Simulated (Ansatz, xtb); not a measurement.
## Two isomers of C4H8GeS

Structure X: `S/C=C/C=[CH]\[GeH3]`, a singlet. Structure Y: `C=C/C=[C](\S)[GeH3]`, a singlet. Both are isolated molecules in the gas phase, relaxed with PBE0-D3(BJ)/def2-SVP; the shapes shown needn't be the lowest conformers.

X (Å):

| atom | x (Å) | y (Å) | z (Å) |
| --- | --- | --- | --- |
| C | -1.7000 | -1.3865 | -1.6750 |
| C | -1.2432 | -0.2573 | -1.0987 |
| C | -0.1278 | 0.4962 | -1.6295 |
| C | 0.3819 | 1.6309 | -1.1077 |
| Ge | -0.2616 | 2.5300 | 0.4871 |
| S | -3.0438 | -2.3136 | -1.0506 |
| H | -3.0309 | -3.2681 | -2.0021 |
| H | -1.2240 | -1.7694 | -2.5832 |
| H | -1.7297 | 0.1152 | -0.1889 |
| H | 0.3272 | 0.0847 | -2.5411 |
| H | 1.2318 | 2.0901 | -1.6235 |
| H | -0.1781 | 1.6100 | 1.7220 |
| H | -1.7309 | 2.9710 | 0.3282 |
| H | 0.6073 | 3.7755 | 0.7349 |

Y (Å):

| atom | x (Å) | y (Å) | z (Å) |
| --- | --- | --- | --- |
| C | -2.9951 | -0.9876 | -2.3168 |
| C | -1.7627 | -0.8158 | -1.8149 |
| C | -1.3519 | 0.3547 | -1.0642 |
| C | -0.1059 | 0.6146 | -0.6022 |
| Ge | 0.2867 | 2.2564 | 0.3633 |
| S | 1.2547 | -0.4438 | -0.9911 |
| H | -3.7696 | -0.2234 | -2.1971 |
| H | -3.2676 | -1.8933 | -2.8631 |
| H | -1.0099 | -1.5998 | -1.9589 |
| H | -2.1350 | 1.0930 | -0.8535 |
| H | 2.0181 | -0.1258 | 0.0772 |
| H | 1.0868 | 1.8976 | 1.6321 |
| H | 1.1499 | 3.1899 | -0.5041 |
| H | -1.0358 | 2.9452 | 0.7415 |

Quicker runs give these differences E(Y) − E(X): GFN2-xTB −0.021 eV; HF/STO-3G +0.069 eV (at GFN2-xTB geometries); r2SCAN-D4/def2-SVP −0.050 eV (at GFN2-xTB geometries).

**Question.** Which of the two would you expect CCSD(T)/def2-SVP + ΔMP2/def2-TZVPP electronic energies to favour?

**Answer.** Structure Y; the calculation gives E(Y) − E(X) = −0.095 eV.

Level by level:

| level | geometry | E(Y) − E(X) (eV) | departure from the last row (eV) | job, with rough time for the two |
| --- | --- | --- | --- | --- |
| GFN2-xTB | GFN2-xTB | −0.021 | +0.074 | optimisation, 1.1 s |
| HF/STO-3G | GFN2-xTB | +0.069 | +0.164 | single point, 2.5 s |
| r2SCAN-D4/def2-SVP | GFN2-xTB | −0.050 | +0.045 | single point, 12 s |
| PBE0-D3(BJ)/def2-SVP | PBE0-D3(BJ)/def2-SVP | −0.059 | +0.037 | optimisation, 4.5 min |
| HF/def2-SVP | PBE0-D3(BJ)/def2-SVP | −0.045 | +0.051 | part of the CCSD(T) run |
| MP2/def2-SVP | PBE0-D3(BJ)/def2-SVP | −0.104 | −0.009 | part of the CCSD(T) run |
| CCSD(T)/def2-SVP | PBE0-D3(BJ)/def2-SVP | −0.090 | +0.005 | single point |
| CCSD(T)/def2-SVP + ΔMP2/def2-TZVPP | PBE0-D3(BJ)/def2-SVP | −0.095 |  | single point, 4.6 min |

As drawn, both hold the same kinds of bond in the same numbers.

HF/STO-3G puts the two in the other order. GFN2-xTB finds them nearly level. The largest departure from CCSD(T)/def2-SVP + ΔMP2/def2-TZVPP is that of HF/STO-3G, 0.164 eV. The last row adds to CCSD(T) the change of the MP2 difference between the two basis sets, here −0.005 eV.

With thermal terms from frequencies at re-optimised GFN2-xTB minima (ideal gas, soft modes damped towards free rotors, one conformer each, 298.15 K, 1 atm): the zero-point term adds −0.004 eV; ΔH is −0.096 and ΔG −0.092 eV.

The correlated steps freeze 18 core orbitals; the filled d shell of Ge is correlated, in a basis made for valence electrons. Run with Ansatz 0.2.0, xtb 6.7.1; the last row on 2 threads of Intel(R) Xeon(R) Processor @ 2.50GHz (Skylake/Cascade Lake) on a shared host.
